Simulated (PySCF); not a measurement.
Cl$_{3}$OTa (SMILES [O]=[Ta]([Cl])([Cl])[Cl]), singlet, at a GFN2-xTB geometry (such geometries of metal compounds can be far from the true shape) (core potentials on Ta). Base run: DF-PBE/def2-SVP (PySCF).

The PySCF input:
```python
from pyscf import gto, scf, dft

mol = gto.M(
    atom='''
Ta    0.15665099    0.08849969   -0.15002696
O     1.28874592    0.72807464   -1.23425093
Cl    1.08693711   -0.91589593    1.59030402
Cl   -1.17072286   -1.42716546   -1.06863054
Cl   -1.19536069    1.62040996    0.70338389
''',
    basis='def2-svp',
    ecp={'Ta': 'def2-svp'},
    verbose=4,
)

mf = dft.RKS(mol)
mf.xc = 'pbe'
mf = mf.density_fit(auxbasis='def2-universal-jkfit')
mf.kernel()
```

Each row names what was changed in the base input (with any setting that the change needs).

```csv
change,basis functions,E (Eh),HOMO (eV),HOMO-LUMO gap (eV),dipole (D),outcome
base,100,-1512.01452,-8.25,5.04,1.35,converged
basis = ANO-RCC-VDZP; relativity = spin-free X2C (without ecp={'Ta': 'def2-svp'}; without mf = mf.density_fit(auxbasis='def2-universal-jkfit')),136,-17066.89201,-8.34,4.77,1.64,converged
basis = ANO-RCC-VDZP; relativity = spin-free X2C; nucleus = Gaussian (with nucmod='G'; without ecp={'Ta': 'def2-svp'}; without mf = mf.density_fit(auxbasis='def2-universal-jkfit')),136,-17064.81829,-8.34,4.77,1.64,converged
basis = x2c-SVPall; relativity = spin-free X2C (without ecp={'Ta': 'def2-svp'}; without mf = mf.density_fit(auxbasis='def2-universal-jkfit')),134,-17065.60508,-8.32,4.80,1.48,converged
basis = x2c-SVPall; relativity = spin-free X2C; nucleus = Gaussian (with nucmod='G'; without ecp={'Ta': 'def2-svp'}; without mf = mf.density_fit(auxbasis='def2-universal-jkfit')),134,-17063.90281,-8.32,4.80,1.48,converged
basis = jorge-DZP-DKH; relativity = none (without ecp={'Ta': 'def2-svp'}; without mf = mf.density_fit(auxbasis='def2-universal-jkfit')),147,-14524.59419,-7.44,3.15,0.11,converged
basis = ANO-RCC-VDZP; relativity = none (without ecp={'Ta': 'def2-svp'}; without mf = mf.density_fit(auxbasis='def2-universal-jkfit')),136,-,-,-,-,not converged
basis = jorge-DZP-DKH; relativity = spin-free X2C (without ecp={'Ta': 'def2-svp'}; without mf = mf.density_fit(auxbasis='def2-universal-jkfit')),147,-16725.52288,-7.94,4.34,0.41,converged
basis = jorge-DZP-DKH; relativity = spin-free X2C; nucleus = Gaussian (with nucmod='G'; without ecp={'Ta': 'def2-svp'}; without mf = mf.density_fit(auxbasis='def2-universal-jkfit')),147,-16724.13505,-7.94,4.34,0.41,converged
basis = x2c-SVPall; relativity = none (without ecp={'Ta': 'def2-svp'}; without mf = mf.density_fit(auxbasis='def2-universal-jkfit')),134,-,-,-,-,not converged
```

Totals shift with the method and basis; they matter in differences.

Basis sets contracted for a relativistic Hamiltonian are a mismatch without it, so the rows without relativity aren't non-relativistic limits. No row has spin-orbit coupling; sets with core potentials leave out the core electrons.
